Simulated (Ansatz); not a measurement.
```yaml
crystal:
  periodic: [false, false, false]
  atoms:
    - {symbol: N, position_ang: [-1.527397, 0.782739, 0.221627]}
    - {symbol: Ti, position_ang: [0.253217, 0.388498, 0.194755]}
    - {symbol: N, position_ang: [0.450856, -1.153120, 1.252146]}
    - {symbol: N, position_ang: [0.724424, -0.134599, -1.582740]}
    - {symbol: F, position_ang: [1.260264, 1.776627, 0.691712]}
    - {symbol: H, position_ang: [-2.036775, 1.362992, 0.827694]}
    - {symbol: H, position_ang: [-2.263902, 0.576082, -0.637513]}
    - {symbol: H, position_ang: [1.484184, -1.330353, 1.686135]}
    - {symbol: H, position_ang: [-0.210716, -1.640102, 1.660131]}
    - {symbol: H, position_ang: [0.941721, 0.542094, -2.376901]}
    - {symbol: H, position_ang: [0.929096, -1.087047, -1.889934]}
basis:
  gaussian: {orbitals: cc-pVTZ-PP}
hamiltonian: {xc: {name: BHLYP}, dispersion: d3bjatm}
accuracy: high
output: {forces: true}
```

```sh
$ ansatz run in.yaml --threads 4 --pin off --events-out ev --progress --plain --max-ram 10444MiB
```

Shortened log:

```
Functional definition: BHLYP
Error: <dir> the basis set cc-pVTZ-PP has no functions for N
```

(1) What is wrong with this run?

## Answers

(1) The basis set is misnamed or doesn't suit the job. The program refused the input.
